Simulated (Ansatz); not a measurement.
Reaction (formal loss of a carbene): `C/[C]([AlH2])=C\O` → `[CH2]` (triplet) + `O/C=[CH]\[AlH2]`

Calculated with Ansatz (gas phase, PBE0-D4/def2-TZVP geometries, no zero-point term in ΔE). CCSD(T)/CBS adds triple-zeta CCSD(T) − MP2 to the extrapolated MP2 energy (def2 sets, frozen cores). This one scheme is used for every species. Double bonds are as drawn, so ΔE can hold a change between cis and trans. Functionals use def2-TZVPP. Triplets are unrestricted, without spin–orbit coupling. Each species was taken in one conformer, which may not be the lowest.

```json
{"level": "LDA (SPW92)", "ΔE (kJ/mol)": "511.6"}
{"level": "BLYP-D4", "ΔE (kJ/mol)": "429.3"}
{"level": "BHLYP-D4", "ΔE (kJ/mol)": "417.1"}
{"level": "PBE-QIDH", "ΔE (kJ/mol)": "434.2"}
{"level": "PBE", "ΔE (kJ/mol)": "436.8"}
{"level": "r2SCAN0", "ΔE (kJ/mol)": "408.2"}
{"level": "HF/def2-QZVPP", "ΔE (kJ/mol)": "286.2"}
{"level": "CCSD/CBS(def2)", "ΔE (kJ/mol)": "426.6"}
```

Task: What does CCSD(T)/CBS give? (Estimate.)

Result: The calculation gave: +438.5 kJ/mol. The listed levels differ from it by 73.1, -9.2, -21.4, -4.3, -1.7, -30.3, -152.3, -11.9 kJ/mol.

Largest T1 diagnostic among the species: 0.013.

At CCSD(T), def2-SVP lies −15.7 kJ/mol from the extrapolated value and def2-TZVPP −11.4 kJ/mol. Leaving LDA and LC-ωPBE aside and taking each functional with its dispersion term where it has one, the values, not all of them listed here, spread over 36.8 kJ/mol, from r2SCAN0-D4 to ωB97X-V. LDA lies +74.8 kJ/mol from PBE without D4.

CCSD(T)/CBS has its own doubt, a few kJ/mol and more with outer-core shells, so smaller differences from it don't rank the levels.
